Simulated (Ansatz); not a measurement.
Start from `[Cl][SnH2][Si](Cl)(Cl)Cl` and change one atom or group to get `Cl[Si](Cl)(Cl)I`.

Ansatz, PBE0-D4/def2-TZVP geometries, multiplicity 1. Each molecule was computed in one conformer, which needn't be the lowest.

Elements past krypton have def2 core potentials.

```
                                          property  `[Cl][SnH2][Si](Cl)(Cl)Cl`
               HOMO energy (B3LYP/def2-TZVPP) / eV                       -8.04
size of the dipole moment (ωB97M-V/def2-TZVPP) / D                        2.12
               HOMO–LUMO gap (PBE/def2-TZVPP) / eV                        4.82
                HOMO energy (PBE0/def2-TZVPP) / eV                       -8.26
                 LUMO energy (PBE/def2-TZVPP) / eV                       -2.25
             HOMO energy (ωB97M-V/def2-TZVPP) / eV                      -10.24
```

Q: What does the change do to each property? (An estimate is asked.)

A: Ansatz gave: 
```
                                          property  `Cl[Si](Cl)(Cl)I`  shift
               HOMO energy (B3LYP/def2-TZVPP) / eV              -7.97   0.07
size of the dipole moment (ωB97M-V/def2-TZVPP) / D               0.38  -1.74
               HOMO–LUMO gap (PBE/def2-TZVPP) / eV               4.74  -0.08
                HOMO energy (PBE0/def2-TZVPP) / eV              -8.25   0.01
                 LUMO energy (PBE/def2-TZVPP) / eV              -2.33  -0.08
             HOMO energy (ωB97M-V/def2-TZVPP) / eV             -10.37  -0.13
```

Dipoles are sizes alone; their direction can turn.

B3LYP here is the variant with VWN-RPA as its local correlation; programs differ in this.
